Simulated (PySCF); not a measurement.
# Dipole moment and polarisability of dimethyl(thiophen-2-yl)phosphine oxide

Compound: dimethyl(thiophen-2-yl)phosphine oxide, C6H9OPS.
Cartesian coordinates in Å at the PBE0-D3(BJ)/def2-SVP level; atoms count from 1:
```
atom  x, y, z in Å
C1    -2.025   -1.130   -0.492
P2    -1.167    0.126    0.497
C3    -1.601    1.710   -0.275
O4    -1.429    0.052    1.969
C5     0.589   -0.104    0.135
C6     1.537   -0.278    1.116
C7     2.849   -0.429    0.592
C8     2.876   -0.368   -0.778
S9     1.308   -0.128   -1.434
H10   -3.110   -1.002   -0.365
H11   -1.765   -1.058   -1.558
H12   -1.738   -2.121   -0.111
H13   -2.683    1.878   -0.168
H14   -1.064    2.508    0.257
H15   -1.326    1.733   -1.340
H16    1.265   -0.292    2.173
H17    3.741   -0.578    1.202
H18    3.738   -0.454   -1.439
```

Level: wB97X-D/def2-SVPD (PySCF), static field, nuclei fixed, core orbitals frozen in the response. The polarisability tensor in these axes (au):

```
x   134.78  -6.49  -0.49
y    -6.49  88.62  -1.01
z    -0.49  -1.01 112.79
```

Task: What are the eigenvalues, a third of the trace, and Δα (Δα² = ½Σ(αi − αj)² over the three pairs)?

Result: Principal values 87.68, 112.83 and 135.69 au; mean 112.07 au = 16.61 Å³ = 18.48 × 10⁻⁴⁰ C²·m²/J; Δα = 41.59 au (37 % of the mean).

Task: What is the dipole moment, and where does it point?

Result: (1.24, 0.13, -3.71) D, 3.92 D in size, pointing from the negative to the positive side. Measured along this direction, the outermost atoms are O4 at the negative end and H18 at the positive end.

Task: Molar refractivity from α?

Result: Lorentz–Lorenz: R = (4π/3)N_A α = 2.5225 cm³/(mol·Å³) × 16.61 Å³ = 41.9 cm³/mol, in the limit of long wavelengths.

Task: Give the principal axes and the span of the nuclei along them.

Result: Largest value along (0.99, -0.14, -0.02), where the nuclei span 6.72 Å; middle along (0.01, -0.04, 1.00), 3.72 Å; least along (0.14, 0.99, 0.04), 4.69 Å. The strongest response lies along the longest span, while the other two are in reverse order.

Task: Form Σ f/ω² (atomic units) for the 10 lowest TDDFT singlets, given as eV and f, and set it beside the mean polarisability, which is this sum over all singlets: 5.58, 0.1592; 5.75, 0.1054; 6.27, 0.0015; 6.44, 0.0014; 6.44, 0.0094; 6.48, 0.0002; 7.13, 0.0011; 7.37, 0.0037; 7.41, 0.0088; 7.48, 0.0238.

Result: They add up to 6.87 au, 6.1 % of the 112.07 au; the largest single term is 3.79 au, from the state at 5.58 eV. Terms in order: 3.79, 2.36, 0.03, 0.03, 0.17, 0.00, 0.02, 0.05, 0.12, 0.31 au. Higher excitations give the rest. The strengths listed sum to 0.314.

Geometry: PBE0-D3(BJ)/def2-SVP, one conformer, isolated molecule.
